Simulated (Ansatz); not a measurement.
Relaxation of H₅NOSiSn (9 atoms, charge 0, multiplicity 1), to a largest force component of 0.015 eV/Å in at most 40 steps.

Computed with Ansatz 0.2.0, RKS B3LYP-D4/def2-SVP.

```xyz
9
Properties=species:S:1:pos:R:3
N -0.650 1.719 0.368
Si -0.917 -0.014 0.285
O 0.254 -0.776 1.203
Sn 1.153 -1.242 -0.568
H 0.176 1.929 0.928
H -1.487 2.146 0.957
H -2.211 -0.574 0.586
H 0.970 -2.964 -0.810
H 2.573 -0.341 -0.734
```

Task: Where does it end, and by what steps?

Result: It converged. After 10 steps the energy has fallen by 1.039 eV; N1 moved furthest, 0.47 Å.

```
step  energy less start (eV)  largest force component (eV/Å)  accepted
   0                  0.0000                           3.317       yes
   1                 -0.6213                           1.358       yes
   2                 -0.8154                           1.007       yes
   3                 -0.8947                           0.691       yes
   4                 -0.9581                           0.556       yes
   5                 -1.0158                           0.364       yes
   6                 -1.0243                           0.415       yes
   7                 -1.0356                           0.153       yes
   8                 -1.0376                           0.101       yes
   9                 -1.0388                           0.044       yes
  10                 -1.0394                           0.008       yes
```

```xyz
9
Properties=species:S:1:pos:R:3
N -0.815 1.686 0.812
Si -0.764 0.005 0.597
O 0.413 -0.856 1.269
Sn 1.003 -1.247 -0.859
H 0.017 2.243 0.977
H -1.635 2.246 0.598
H -2.164 -0.470 0.463
H 1.136 -2.985 -0.851
H 2.670 -0.739 -0.792
```

Whether the end is a true minimum wasn't checked by a vibrational analysis.

Time of the run: 35 s on 2 threads of Arm Neoverse V1, on a shared host, peak memory 0.22 GiB.
